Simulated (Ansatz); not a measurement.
This Ansatz (an electronic-structure program) input (CCSD(T)/cc-pV(Q+d)Z) gives -395.88952 Eh with 149 basis functions. A basis named .json is the Basis Set Exchange file of that set (core-valence sets with the plain set on hydrogen).

Ansatz 0.2 input:
```yaml
crystal:
  periodic: [false, false, false]
  atoms:
    - {symbol: N, position_ang: [-0.00000000, -0.00000000, -0.90472069]}
    - {symbol: P, position_ang: [0.00000000, 0.00000000, 0.55016401]}
    - {symbol: H, position_ang: [-0.00000000, -0.00000000, -1.91941528]}
basis:
  gaussian:
    orbitals: cc-pV_Q+d_Z.json
total_charge: 1
magnetization: {spin_polarized: false}
correlation: {method: ccsd_t, electrons: outside_noble_gas}
```

Change:
```diff
- orbitals: cc-pV_Q+d_Z.json
+ orbitals: cc-pV_D+d_Z.json
```

Question: What does the run give now?

Answer: -395.77591 Eh (CCSD(T)/cc-pV(D+d)Z, 42 functions), a change of +113.61 mEh.
